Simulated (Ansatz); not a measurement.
CH6BNO2, relaxed with RKS PBE0-D4/def2-TZVP in Ansatz from a PBE-D4/def2-SVP geometry. The force threshold is 0.005 eV/Å; the program also tests the step.

Charge 0, multiplicity 1. The bonds changed during the relaxation, so this is another structure than the one it started from.

Start:

```xyz
11

B    -0.087    0.970    0.580
C    -0.057   -0.403   -0.267
N     1.012   -0.717   -0.999
O    -1.399    1.540    0.770
O    -1.048   -1.278   -0.191
H     0.727    1.715   -0.015
H     0.491    0.519    1.608
H     1.210   -1.644   -1.389
H     1.740    0.001   -1.053
H    -1.708    1.386    1.675
H    -0.880   -2.089   -0.719
```

```csv
step,energy (eV),largest force (eV/Å),largest move (Å)
1,-7390.1576,0.731,0.000
2,-7390.2000,0.283,0.027
3,-7390.2040,0.167,0.018
4,-7390.2045,0.067,0.026
5,-7390.2054,0.020,0.015
6,-7390.2055,0.010,0.007
7,-7390.2056,0.021,0.009
8,-7390.2056,0.011,0.004
9,-7390.2056,0.004,0.003
```

End:

```xyz
11

B    -0.075    0.970    0.573
C    -0.049   -0.399   -0.267
N     1.015   -0.727   -0.971
O    -1.398    1.496    0.783
O    -1.044   -1.250   -0.216
H     0.686    1.721   -0.037
H     0.523    0.574    1.583
H     1.183   -1.637   -1.372
H     1.750   -0.039   -1.015
H    -1.698    1.341    1.677
H    -0.893   -2.050   -0.739
```

It took 22 s on 4 threads of an Intel Xeon Platinum 8375C on a shared host, with 0.45 GiB of host memory at the peak.
